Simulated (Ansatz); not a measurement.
## Reading a saddle point

A first-order saddle point of SiNH5F2, closed shell, PBE0-D4/def2-TZVP, with one imaginary mode of 1427i cm⁻¹:

```xyz
9
angstrom
Si -0.7028 -0.3103 -0.1216
N 1.0623 0.2213 -0.0525
F -0.4728 -1.6539 -1.0004
F -1.2343 -1.0108 1.2089
H -1.5521 0.4227 -1.0757
H 0.3782 1.1117 0.4492
H -0.6797 1.2103 0.8127
H 1.5950 -0.2225 0.6884
H 1.6060 0.2318 -0.9090
```

Ansatz 0.2.0; basis: def2-TZVPP and def2-QZVPP; cores frozen in the correlated methods. Extrapolation: Hartree–Fock as exp(−7.88 √X), correlation as X^−2.97.

Q: Which contacts change along the imaginary mode, and what lies on either side? (A judgement: the text doesn't fix the answer.)

A: Computed: The step is SiNH₃F₂ ([NH2][SiH]([F])[F]) + H₂ → SiH₂F₂ ([F][SiH2][F]) + NH₃, with the molecules in contact on both sides. Shortening one way: Si1–H7, N2–H6; lengthening the same way: Si1–N2, H6–H7.
```json
{"pair": "Si1–H7", "one side (Å)": "4.36", "saddle (Å)": "1.78", "other side (Å)": "1.48"}
{"pair": "N2–H6", "one side (Å)": "2.84", "saddle (Å)": "1.23", "other side (Å)": "1.01"}
{"pair": "Si1–N2", "one side (Å)": "1.69", "saddle (Å)": "1.84", "other side (Å)": "2.33"}
{"pair": "H6–H7", "one side (Å)": "0.75", "saddle (Å)": "1.12", "other side (Å)": "2.79"}
```

Q: Which side is lower, and how far does the saddle lie above each? (An estimate is asked for; the value comes from the calculation.)

A: By the calculation: The side with Si1–N2, H6–H7 short is lower by 33.6 kJ/mol; the saddle lies 213.5 kJ/mol above it and 179.9 kJ/mol above the other (CCSD(T) at an estimated basis limit (MP2 extrapolated from triple and quadruple zeta, plus CCSD(T) − MP2 in triple zeta); electronic energies).

T1 diagnostic: at most 0.012.

Labels in which every atom is bracketed show which atoms are joined, not bond orders.

For scale, one of the runs: CCSD(T)/def2-TZVPP, 205 basis functions (an equivalent command: `ansatz run in.yaml --threads 4`). Time: 56 s of wall clock on 4 CPU threads; the host was shared. Peak host memory: 2.8 GiB.
